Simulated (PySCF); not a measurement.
## F3H3SSi2: core ionisation energies

Species: (F)3Si-S-SiH3.
Bonds: Si1–F2, Si1–F3, Si1–F4, Si1–S5, S5–Si6. Hydrogens: H7, H8, H9 on Si6.

Theory: delta-SCF UKS SCAN, pcX-2 on the ionised atom, pcseg-1 elsewhere, spin-free X2C (PySCF). These are vertical core ionisation energies against the vacuum level, from separate self-consistent calculations with and without the core hole.

Problem. What binding energy does each computed site have?

Solution. 
```csv
atom(s),environment,level,binding energy (eV),2p1/2 (eV),above the level's lowest (eV),count
Si6,silicon bonded to S and 3 H,Si 2p3/2,108.03,108.66,0.00,1
Si1,silicon bonded to 3 F and S,Si 2p3/2,110.43,111.05,+2.40,1
F2/F3/F4,fluorine bonded to Si,F 1s,693.55,–,0.00,3
Si6,silicon bonded to S and 3 H,Si 1s,1847.86,–,0.00,1
Si1,silicon bonded to 3 F and S,Si 1s,1850.78,–,+2.92,1
S5,sulfur bonded to 2 Si,S 1s,2477.63,–,0.00,1
```

The listed Si 1s values span 2.92 eV, from Si6 (bonded to S and 3 H) to Si1 (bonded to 3 F and S).

Lowest listed Si 2p3/2: Si6, bonded to S and 3 H. Highest, 2.40 eV above it: Si1, bonded to 3 F and S.

Problem. Which effective nuclear charge Zeff reproduces each element's mean 1s value in the hydrogen-like formula E = 13.606 eV × Zeff²?

Solution. F (Z = 9): mean 693.5 eV, Zeff = 7.14, Z − Zeff = 1.86; Si (Z = 14): mean 1849.3 eV, Zeff = 11.66, Z − Zeff = 2.34; S (Z = 16): mean 2477.6 eV, Zeff = 13.49, Z − Zeff = 2.51. Means run over the listed sites, weighted by atom count.

One atom of each set of topologically equivalent atoms was ionised and stands for the set; in this conformer not all members are related by symmetry, and their own values weren't computed. Not every level is listed. 2p3/2 and 2p1/2 are the ΔSCF energy of one spin-free 2p hole plus the eigenvalues of a spin–orbit and ligand-field matrix of the shell. 2p1/2 minus 2p3/2 (ligand field included): Si 0.63 eV. Geometry: PBE0-D3(BJ)/def2-SVP; no solvent, vibrations or thermal averaging.

Time: 55 s; peak memory 0.55 GiB. Hardware: an Arm Neoverse N1 with one thread, no GPU, shared host with 64 logical CPUs at a one-minute load of 55.
